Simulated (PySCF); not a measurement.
# Running PySCF for RbNa⁻

The script input.py:

```python
from pyscf import gto, scf

mol = gto.M(
    atom='Rb 0 0 0; Na 0 0 3.361',
    basis='lanl2dz',
    ecp={'Rb': 'lanl2dz', 'Na': 'lanl2dz'},
    charge=-1,
    spin=1,
    verbose=4,
)
mf = scf.UHF(mol)
mf.kernel()
mf.mulliken_pop()
mf.dip_moment()
print('orbital energies (hartree):', [e[max(0, n-3):n+3].round(4) for e, n in zip(mf.mo_energy, mol.nelec)])
```

```bash
$ OMP_NUM_THREADS=1 python input.py
```

It prints (some set-up lines and the per-cycle HOMO/LUMO lines with their warnings removed):

```
PySCF version 2.14.0

[INPUT] Symbol           X                Y                Z      unit          X                Y                Z       unit  Magmom
[INPUT]  1 Rb     0.000000000000   0.000000000000   0.000000000000 AA    0.000000000000   0.000000000000   0.000000000000 Bohr   0.0
[INPUT]  2 Na     0.000000000000   0.000000000000   3.361000000000 AA    0.000000000000   0.000000000000   6.351369504663 Bohr   0.0

nuclear repulsion = 1.41701722650402
number of shells = 9
number of NR pGTOs = 35
number of NR cGTOs = 20
basis = lanl2dz
ecp = {'Rb': 'lanl2dz', 'Na': 'lanl2dz'}

******** <class 'pyscf.scf.uhf.UHF'> ********
method = UHF
initial guess = minao
damping factor = 0
level_shift factor = 0
DIIS = <class 'pyscf.scf.diis.CDIIS'>
SCF conv_tol = 1e-09
SCF max_cycles = 50
number electrons alpha = 6  beta = 5
init E= -23.7488725909357

cycle= 1 E= -23.7458346689952  delta_E= 0.00304  |g|= 0.045  |ddm|= 1.17
cycle= 2 E= -23.7554899395328  delta_E= -0.00966  |g|= 0.0167  |ddm|= 0.732
cycle= 3 E= -23.7580296015046  delta_E= -0.00254  |g|= 0.0094  |ddm|= 0.456
cycle= 4 E= -23.7592283692519  delta_E= -0.0012  |g|= 0.00528  |ddm|= 0.256
cycle= 5 E= -23.7597343877122  delta_E= -0.000506  |g|= 0.00364  |ddm|= 0.235
cycle= 6 E= -23.7600861808108  delta_E= -0.000352  |g|= 0.00244  |ddm|= 0.207
cycle= 7 E= -23.7602891315945  delta_E= -0.000203  |g|= 0.000805  |ddm|= 0.188
cycle= 8 E= -23.7603006103016  delta_E= -1.15e-05  |g|= 0.000414  |ddm|= 0.0269
cycle= 9 E= -23.760304113035  delta_E= -3.5e-06  |g|= 0.00018  |ddm|= 0.0218
cycle= 10 E= -23.7603044606206  delta_E= -3.48e-07  |g|= 0.000132  |ddm|= 0.024
cycle= 11 E= -23.7603048642421  delta_E= -4.04e-07  |g|= 4.32e-05  |ddm|= 0.0056
cycle= 12 E= -23.7603047285537  delta_E= 1.36e-07  |g|= 8.29e-05  |ddm|= 0.00686
cycle= 13 E= -23.7603048992784  delta_E= -1.71e-07  |g|= 2.24e-05  |ddm|= 0.00275
cycle= 14 E= -23.7603049123587  delta_E= -1.31e-08  |g|= 2.25e-06  |ddm|= 0.00108
cycle= 15 E= -23.760304912482  delta_E= -1.23e-10  |g|= 2.15e-07  |ddm|= 0.000108
Extra cycle  E= -23.7603049124823  delta_E= -3.27e-13  |g|= 1.14e-07  |ddm|= 5.75e-06
converged SCF energy = -23.7603049124823  <S^2> = 1.0100774  2S+1 = 2.2450634
 ** Mulliken pop       alpha | beta **
pop of  0 Rb 4s        1.00165 | 1.00180
pop of  0 Rb 5s        0.30145 | 0.26367
pop of  0 Rb 6s        0.65170 | 0.36326
pop of  0 Rb 4px       0.99609 | 0.99641
pop of  0 Rb 4py       0.99609 | 0.99641
pop of  0 Rb 4pz       0.99621 | 0.99574
pop of  0 Rb 5px       0.00492 | 0.00439
pop of  0 Rb 5py       0.00492 | 0.00439
pop of  0 Rb 5pz       0.09076 | 0.12111
pop of  0 Rb 6px      -0.00088 | -0.00095
pop of  0 Rb 6py      -0.00088 | -0.00095
pop of  0 Rb 6pz       0.53482 | 0.06920
[8 lines left out]
In total             6.00000 | 5.00000
 ** Mulliken atomic charges   ( Nelec_alpha | Nelec_beta ) **
charge of  0Rb =     -1.39133  (     5.57684      4.81449 )
charge of  1Na =      0.39133  (     0.42316      0.18551 )

WARN: System has nonzero charge -1; the dipole moment is origin-dependent.
Location of origin: [0. 0. 0.]

Dipole moment(X, Y, Z, Debye):  0.00000, -0.00000, -5.08943
orbital energies (hartree): [array([-0.6716, -0.047 , -0.0156,  0.0962,  0.0962,  0.12  ]), array([-0.6715, -0.6715, -0.0514,  0.1039,  0.1039,  0.1144])]
```

In short: E(SCF) = -23.760305 Eh, 15 cycles, ⟨S²⟩ = 1.010.

It ran on Arm Neoverse V1 (1 thread, shared host) in 0.73 s, peak memory 0.13 GiB.

The basis has no diffuse functions, which an anion needs. The bond length is a typed value, not an optimised one. The dipole of an ion depends on the origin. No search for the lowest solution was made.
